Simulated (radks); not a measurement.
The numbers below are computed, except where a source is named.
Numerical settings for the scandium ion Sc5+, [Ne] 3s2 3p4. Level of theory: Dirac Kohn-Sham, BLYP, spin-unpolarised, spherical densities, finite nucleus; open shells fill j = l - 1/2 first; Fermi nuclear charge, rms radius 3.5459 fm (a radial shooting solver on a logarithmic mesh with Libxc functionals). The defaults (mesh step 0.008 in ln r, mesh end at 40 bohr or more with all orbitals vanishing there, Anderson mixing 0.5 over 9 steps, residual threshold near 1e-9 with the energy settled to 1e-9 hartree or 1e-11 of itself, here a cap of 50 iterations) give E = -756.5621 hartree and 3p3/2 at -102.82 eV in 16 iterations. Run on one thread of a shared host, so times are rough (Arm Neoverse N1): 0.09 s of CPU time, 0.09 s wall, 16 iterations on 2189 mesh points. Changes against that run (0 stands for a change within the tolerance of the run):

setting,iterations,converged,E (mhartree),e(3p3/2) (meV),CPU (s)
mesh step in ln r 0.003,16,yes,0,0,0.21
mesh step in ln r 0.05,13,yes,+0.000395,0,0.02
mesh step in ln r 0.08,50,no,-1.53e+05,-6.44e+05,0.18
mesh end (bohr) 5,16,yes,+0.00192,+0.0859,0.08
mesh end (bohr) 3,16,yes,+17.4,+346,0.08
residual threshold 1e-05,11,yes,0,+0.0235,0.07
residual threshold 1e-16,50,no,0,0,0.18
mixing 2.5,20,yes,0,0,0.11
"linear mixing, mixing 0.2",50,no,0,-0.244,0.22
"linear mixing, mixing 0.05",50,no,+3.64,-2.47e+03,0.24
mixing history 2,32,yes,0,0,0.14
iteration cap 5,5,no,+0.000822,+14.1,0.03

Settings that end as converged yet miss the energy by more than 1 mhartree: mesh end (bohr) 3 (+0.0174 hartree). A mesh that ends early acts as a hard wall.
